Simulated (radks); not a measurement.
Polarisability of the fluorine ion F2+, [He] 2s2 2p3, at imaginary frequency. Method: non-relativistic Kohn-Sham, PBE, spin-unpolarised, spherical densities, point nucleus; computed with a radial shooting solver on a logarithmic mesh with Libxc functionals. Response by self-consistent Sternheimer equations with the Hartree and adiabatic LDA kernel.

| w (hartree) | alpha1(iw) (bohr^3) |
|---|---|
| 0.00266 | 1.169 |
| 0.0143 | 1.168 |
| 0.0360 | 1.167 |
| 0.0697 | 1.165 |
| 0.118 | 1.157 |
| 0.186 | 1.141 |
| 0.280 | 1.110 |
| 0.413 | 1.051 |
| 0.605 | 0.9554 |
| 0.892 | 0.8140 |
| 1.35 | 0.6303 |
| 2.12 | 0.4215 |
| 3.59 | 0.2238 |
| 6.94 | 0.08262 |
| 17.5 | 0.01652 |

Static values: alpha1 = 1.169 bohr^3 (0.1732 angstrom^3; uncoupled 1.591). C6 = 1.545, triple-dipole C9 = 1.267 atomic units. One-pole (London) frequency 4 C6 / (3 alpha1^2) = 1.509 hartree, against 1.801 for minus the highest occupied eigenvalue.
